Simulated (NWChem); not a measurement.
System: neopentane (C5H12); SMILES CC(C)(C)C

Computed with NWChem. Pople sets run with spherical d functions. Geometry: optimised at PBE0/def2-SVP. B3LYP is NWChem's, with the RPA form of VWN correlation. Static field.

```tsv
level	isotropic polarisability (bohr³)	anisotropy (bohr³)
PBE/6-31+G*	63.6	0.0
B3LYP/6-31+G*	?	0.0
BHandHLYP/6-31+G*	59.1	0.0
Hartree-Fock/6-31+G*	57.0	0.0
```

### Question
Fill in the missing entries.

### Answer

- B3LYP/6-31+G*, isotropic polarisability (bohr³): 61.5
